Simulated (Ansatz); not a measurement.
Reaction (silylene formation by 1,1-elimination): `Cl[SiH2][O][GeH3]` → `[OH][GeH3]` + `[SiH]Cl`

Gas-phase electronic energies from Ansatz, PBE0-D4/def2-TZVP geometries. CCSD(T)/CBS is the MP2 limit (def2-TZVPP, def2-QZVPP) plus CCSD(T) − MP2 in def2-TZVPP, frozen cores. This one scheme is used for every species. DFT in def2-TZVPP. For Ge outer-core shells are correlated without core-valence functions, which leaves a few kJ/mol of doubt a bond. Scalar relativity is left out up to krypton. Each species was taken in one conformer, which may not be the lowest.

`Cl[SiH2][O][GeH3]`:

Z-matrix (Å, degrees):
```
Si
O 1 1.616
Cl 1 2.062 2 110.4
H 1 1.477 2 109.0 3 118.2
H 1 1.481 2 111.6 3 -117.7
Ge 2 1.786 1 134.9 3 41.8
H 6 1.533 2 107.8 1 -77.7
H 6 1.532 2 104.8 1 162.7
H 6 1.536 2 108.2 1 43.2
```

`[OH][GeH3]`:

Z-matrix (Å, degrees):
```
Ge
O 1 1.783
H 1 1.531 2 104.3
H 1 1.541 2 109.9 3 119.6
H 1 1.541 2 109.9 3 -119.6
H 2 0.959 1 112.7 3 180.0
```

`[SiH]Cl`:

```xyz
3

Si   -0.241   -0.753    0.238
Cl    1.060    0.215   -1.060
H    -0.818    0.537    0.822
```

CCSD(T)/CBS gives +319.4 kJ/mol.

(1) Another level gave +334.1 kJ/mol. Which?
A. r2SCANh-D4/def2-TZVPP
B. PBE-D4/def2-TZVPP
C. BLYP-D4/def2-TZVPP
D. HF/def2-TZVPP

Largest T1 diagnostic among the species: 0.013.

Answers

(1) A. r2SCANh-D4 334.1, PBE-D4 298.7, HF/def2-TZVPP 322.9, BLYP-D4 292.9 kJ/mol.

From PBE to PBE0 (25 % exact exchange), in def2-TZVPP and without D4, ΔE moves by +20.0 kJ/mol. Leaving LDA and LC-ωPBE aside and taking each functional with its dispersion term where it has one, the values, not all of them listed here, spread over 45.1 kJ/mol, from BLYP-D4 to r2SCAN0-D4. LDA lies +35.7 kJ/mol from PBE without D4. The D4 term adds +16.0 kJ/mol with B3LYP and +8.8 kJ/mol with PBE0; it sums over pairs of atoms, weighted by their polarisabilities, and B3LYP, whose exchange is more repulsive, gets the larger term.

B3LYP here is the variant with VWN-RPA as its local correlation; programs differ in this.
